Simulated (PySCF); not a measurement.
A species of formula C5H7F3O2 has this rotational fingerprint, computed with PBE0/pcSseg-1 in PySCF (dipole) on a GFN2-xTB geometry, gas phase:

- Rotational constants: A = 2566, B = 745.8, C = 722.7 MHz
- Dipole components: |μa| = 1.22 D, |μb| = 1.96 D, |μc| = 0.53 D
- Inertial defect: -175.24 u·Å²
- κ: -0.97

Question: Which candidate fits, each taken in the one conformer that was computed?
A. `[F:1][C:2]([F:3])([F:4])[C@H:5]1[CH2:6][O:7][CH2:8][CH2:9][O:10]1` with C2–C5–C6–O7 177°, C5–C6–O7–C8 -58°, C6–O7–C8–C9 58°, O7–C8–C9–O10 -57°
B. `[CH3:1][O:2][C:3](=[O:4])[CH2:5][CH2:6][C:7]([F:8])([F:9])[F:10]` with C1–O2–C3–O4 0°, O2–C3–C5–C6 -177°, C3–C5–C6–C7 -178°
C. `[CH3:1][C:2](=[O:3])[CH2:4][O:5][C:6]([F:7])([F:8])[CH2:9][F:10]` with C1–C2–C4–O5 16°, C2–C4–O5–C6 94°, C4–O5–C6–F7 -62°, O5–C6–C9–F10 -54°

Answer: C. It is CC(=O)COC(F)(F)CF, a near-prolate asymmetric top, point group C1. The candidates at the same level (rigid rotor, commonest isotopes):

| SMILES | A (MHz) | B (MHz) | C (MHz) | μa (D) | μb (D) | μc (D) | Δ (u·Å²) | point group | rotor |
| --- | --- | --- | --- | --- | --- | --- | --- | --- | --- |
| COC(=O)CCC(F)(F)F | 3548 | 527.8 | 504.0 | 2.86 | 0.92 | 0.06 | -97.18 | – | near-prolate asymmetric top |
| CC(=O)COC(F)(F)CF | 2566 | 745.8 | 722.7 | 1.22 | 1.96 | 0.53 | -175.24 | C1 | near-prolate asymmetric top |
| FC(F)(F)[C@H]1COCCO1 | 2633 | 927.2 | 804.3 | 2.51 | 0.20 | 0.37 | -108.60 | C1 | asymmetric top |

`FC(F)(F)[C@H]1COCCO1` has B 24 % too high; `COC(=O)CCC(F)(F)F` has A 38 % too high. No structure here is proved a minimum.
